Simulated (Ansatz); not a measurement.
Molecule: sum formula HSO3 (charge -1, singlet). It need not be the lowest isomer of its formula. Whether it binds its extra electron was not tested at this geometry. SMILES: O=[S-](=O)O
Geometry from a B3LYP-D3(BJ)/def2-TZVP (Ansatz, an electronic-structure program) optimisation:
```xyz
5

O     -0.9721    -0.6010    -0.8910
S     -0.2849    -0.0724     0.3105
O     -0.0435     1.3960     0.2068
O      1.3669    -0.6563     0.1169
H      1.7488     0.0481    -0.4295
```
Charge -1, spin multiplicity 1.

Parts of the frozen-core correlation energy in STO-3G (Ansatz, hartree). Frozen orbitals: 8; correlated occupied orbitals by spin: 13 and 13; virtual: 4 and 4. No spin-orbit coupling. Non-relativistic.

```tsv
term	value
reference (HF)	-614.86142
MP2 opposite-spin	…
MP2 same-spin	…
CCSD correlation	-0.16260
(T)	…
FCI minus CCSD(T)	-0.00198
T1 diagnostic	0.023
largest doubles amplitude	0.090
```

What belongs in the gaps?


- MP2 opposite-spin, value: -0.10781
- MP2 same-spin, value: -0.02580
- (T), value: -0.01033
